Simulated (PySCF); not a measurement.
Ionisation energy of P(13+) by level of theory

P(13+) 1s2 → P(14+) 1s1 [1s1/2^1, M_J = 1/2], as a difference of total energies. Computed with PySCF 2.14 in an uncontracted even-tempered set (15 s from 9.2 bohr⁻², ratio 2.4; 8 p from 12 bohr⁻², ratio 2.4; 3 d from 39 bohr⁻², ratio 2.6; 3 f from 58 bohr⁻², ratio 2.6), with the two-component X2C-1e Hamiltonian. Correlated levels: nothing frozen; the 28 highest virtual spinors dropped. "Screened" scales the spin-orbit matrix elements by Boettger's factors to mimic the two-electron term; Breit and QED terms are absent.

```tsv
method	ionisation energy (eV)	difference from reference (eV)
GHF (screened spin-orbit)	2816.7	-0.2
GMP2 (screened spin-orbit)	2818.0	+1.1
```

Reference: 2816.9 eV (theoretical estimate listed by NIST; NIST Atomic Spectra Database, ionization energies).
